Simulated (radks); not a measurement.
Results of a calculation; reference values are marked as such.
The gallium anion Ga- inside a hard spherical wall (all orbitals vanish at R), configuration held at [Ar] 3d10 4s2 4p2 and not refilled when levels cross. Level of theory: non-relativistic Kohn-Sham, LDA (Slater exchange, VWN5 correlation), spin-polarised, spherical densities, point nucleus; open shells are filled with parallel spins first (a radial shooting solver on a logarithmic mesh with Libxc functionals). Eigenvalues in eV for spin up, with the zero of energy where the potential of the charges vanishes at infinity; a dash marks a level that is unbound or too diffuse for the functional's potential to be trusted. A positive occupied level is held by the wall or, in an anion where self-interaction has pushed it up, behind a barrier. The pressure on the wall is -dE/dV.

| R (bohr) | E (hartree) | kinetic (hartree) | e(3p) | e(3d) | e(4s) | e(4p) | e(5s, empty) | e(4d, empty) | pressure (GPa) |
|---|---|---|---|---|---|---|---|---|---|
| 12 | -1921.86803 | 1919.936 | -91.598 | -14.116 | -3.649 | 1.806 | 3.081 | 4.452 | 0.0383 |
| 10 | -1921.86037 | 1919.959 | -91.052 | -13.572 | -3.209 | 2.231 | 4.222 | 5.716 | 0.140 |
| 8 | -1921.83841 | 1920.026 | -90.025 | -12.554 | -2.432 | 3.091 | 6.731 | 7.922 | 0.695 |
| 7 | -1921.81096 | 1920.115 | -89.116 | -11.657 | -1.765 | 3.909 | 9.242 | 9.775 | 1.85 |
| 5 | -1921.60443 | 1920.785 | -85.102 | -7.723 | 1.406 | 8.076 | 22.304 | 17.754 | 21.7 |
| 4 | -1921.18133 | 1922.074 | -80.385 | -3.148 | 6.016 | 14.098 | 41.129 | 27.807 | 105 |
| 3.5 | -1920.67360 | 1923.573 | -76.371 | 0.730 | 10.712 | 20.046 | 59.434 | 36.973 | 267 |
| 2.5 | -1917.25143 | 1933.481 | -59.273 | 17.564 | 37.063 | 51.414 | 150.21 | 79.126 | 2740 |
| 2 | -1910.77650 | 1951.980 | -38.327 | 39.425 | 80.482 | 99.701 | 276.91 | 134.66 | 12700 |
| 1.5 | -1888.17927 | 2014.358 | 11.826 | 94.575 | 213.77 | 237.98 | 604.03 | 273.05 | 89000 |
